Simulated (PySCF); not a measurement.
SnF3, SMILES [F][Sn]([F])[F], multiplicity 2.

Coordinates come from a r2SCAN-D4/def2-SVP optimisation. The spin state was assumed, not searched. The isomer is the one that the SMILES or the coordinates give; other isomers of the formula were not compared. The def2 effective core potentials stand for the cores of Sn; spin–orbit coupling is left out.

These are PBE/def2-TZVPD (PySCF) values and carry that method's errors.

```
Item                                                                                                            Result
---------------------------------------------------------------------------------------------  -----------------------
total energy                                                                                        -513.76683 hartree
point group                                                                                                        C3v
α spin, highest occupied and lowest empty level                                                     -7.65 and -1.67 eV
β spin, highest occupied and lowest empty level                                                     -9.50 and -6.68 eV
dipole moment                                                                                                   3.07 D
quadrupole, principal values (traceless, Buckingham form, about the centre of nuclear charge)   -3.39, -3.39, 6.79 D·Å
mean static polarisability                                                                        41.5 bohr³ (6.16 Å³)
polarisability, principal values                                                                36.6, 44.0, 44.0 bohr³
⟨S²⟩                                                                                           0.752 (pure state 0.75)
```
